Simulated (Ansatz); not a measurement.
`[F][Ga]([F])[SeH]`, relaxed with RKS PBE-D4/def2-SVP in Ansatz from a rough embedded geometry. The force threshold is 0.03 eV/Å; the program also tests the step.

Charge 0, multiplicity 1.

Start:

```xyz
5

F     0.077    0.481    1.497
Ga    0.079   -0.307    0.371
F    -0.418   -1.496    0.476
Se   -0.458    0.842   -0.740
H     0.719    0.481   -1.605
```

| step | energy (eV) | largest force (eV/Å) | largest move (Å) |
| --- | --- | --- | --- |
| 1 | -123118.2796 | 48.850 | 0.000 |
| 2 | -123132.4858 | 17.880 | 0.194 |
| 3 | -123137.1210 | 7.146 | 0.197 |
| 4 | -123138.5599 | 2.543 | 0.194 |
| 5 | -123139.0108 | 0.646 | 0.196 |
| 6 | -123139.0750 | 0.553 | 0.164 |
| 7 | -123139.1497 | 0.359 | 0.200 |
| 8 | -123139.2049 | 0.205 | 0.200 |
| 9 | -123139.2244 | 0.109 | 0.200 |
| 10 | -123139.2259 | 0.028 | 0.022 |

End:

```xyz
5

F    -0.155    0.444    2.271
Ga   -0.043   -0.116    0.607
F    -0.040   -1.865    0.398
Se    0.084    1.350   -1.174
H     0.153    0.188   -2.101
```

Run time 20 s (2 threads of an AMD EPYC 7R13 on a shared host); peak host memory 0.16 GiB.
